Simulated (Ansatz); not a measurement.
`CC[Si]CC` + H₂ → `CC[Si]C` + CH₄ at 600 K and 1 bar (hydrogenolysis of a C–C bond).

Computed with Ansatz on PBE0-D4/def2-TZVP structures; ΔE is electronic, products minus reactants. CBS: MP2 limit from def2 TZ/QZ plus the TZ coupled-cluster correction, frozen cores. This one scheme is used for every species. Each species was taken in one conformer, which may not be the lowest.

```tsv
species	CCSD(T)/CBS energy (Eh)	H − E (kJ/mol)	S (J/(mol·K))
`CC[Si]CC`	-447.25702	411.9	473.4
H₂	-1.17544	43.9	150.8
`CC[Si]C`	-408.00123	322.8	425.5
CH₄	-40.46206	140.4	215.7
```

H − E and S are ideal-gas, rigid-rotor, harmonic terms from PBE0-D4/def2-TZVP, for one conformer and one mirror image of each species. The MP2-based limit puts H₂ 0.8 mEh under its directly extrapolated value; such offsets cancel only in part. 1 Eh = 2625.50 kJ/mol, R = 8.31446 J/(mol·K).

Q: By hand: ΔE, ΔH, ΔS and ΔG.

A: ΔE = (-408.00123) + (-40.46206) − (-447.25702) − (-1.17544) = -0.03083 Eh = -80.9 kJ/mol. Δ(H − E) = 322.8 + 140.4 − 411.9 − 43.9 = 7.4, so ΔH = -73.5 kJ/mol. ΔS = 425.5 + 215.7 − 473.4 − 150.8 = 17.0 J/(mol·K). ΔG = -73.5 − 600 × (17.0)/1000 = -83.7 kJ/mol.

Q: By hand: the equilibrium constant, and the temperature at which ΔG would vanish if ΔH and ΔS stayed fixed.

A: log₁₀ K = −ΔG/(RT ln 10) = 7.3. ΔH and −TΔS have one sign here, so there is no such temperature.

ΔH outweighs TΔS. A doubt of 5 kJ/mol in ΔE shifts log₁₀ K by 0.4 here. Other conformers and mirror images would add mixing entropy, several J/(mol·K) or more a flexible species. These are equilibria of isolated gas molecules and say nothing of rates. Largest T1 diagnostic: 0.011 (customary marks: 0.02 for closed shells, 0.045 for open ones).
